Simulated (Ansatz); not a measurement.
A single point on CH4ClOSi, SMILES `[CH2][SiH](O)Cl` radical.

```yaml
crystal:
  periodic: [false, false, false]
  atoms:
    - {symbol: C, position_ang: [-1.095900, 0.675213, -0.093384]}
    - {symbol: Si, position_ang: [0.607679, 0.008459, -0.185770]}
    - {symbol: O, position_ang: [1.019163, -0.851411, 1.143479]}
    - {symbol: Cl, position_ang: [0.705960, -1.158156, -1.881907]}
    - {symbol: H, position_ang: [-1.782984, 0.653818, -0.932590]}
    - {symbol: H, position_ang: [-1.472600, 1.157844, 0.804282]}
    - {symbol: H, position_ang: [1.647903, 1.050508, -0.297529]}
    - {symbol: H, position_ang: [0.462978, -1.593276, 1.387519]}
basis:
  gaussian: {orbitals: def2-QZVPP}
magnetization: {spin_polarized: true, initial_magnetization: 1}
correlation: {method: mp2}
scf: {omitted_lower_state_checks: [cluster_reference]}
```

```sh
$ ansatz run in.yaml --threads 4 --pin off --events-out ev --progress --plain --max-ram 10444MiB
```

Output, abridged:

```
Functional definition: HF
2226 factors; integrals over basis functions are off by at most 8.8e-4 eV
mean field evaluation 1: about -23498.3477 eV, gradient 2.8e1 eV
mean field evaluation 2: about -23498.3502 eV, gradient 2.8e1 eV
mean field evaluation 4: about -23501.6339 eV, gradient 2.8e0 eV
mean field evaluation 8: about -23501.7046 eV, gradient 1.7e-1 eV
mean field -23501.70534466 eV, -863.6717413881 hartree, gradient 3.9e-6 eV, S^2 0.760505; 0 other end points of the search recorded, 0 dependent functions left out
12 core orbitals not correlated: weight in the atoms' cores, before any rotation towards them, 1.000 or more for the frozen orbitals, at most 0.000 for the correlated occupied ones
reference -23501.70534466 eV, -863.6717413881 hartree; 13, 12 occupied and 349, 350 virtual orbitals, 2226 factors
second order -20.35465449 eV of doubles, -0.00000000 eV of singles
Total energy: -23522.05999915 eV, -864.4197611438 hartree
Checks for a lower state left out: cluster_reference
```

Hardware: 4 threads of an INTEL XEON PLATINUM 8581C on a shared host. Wall time 10 s, peak host memory 1.8 GiB.
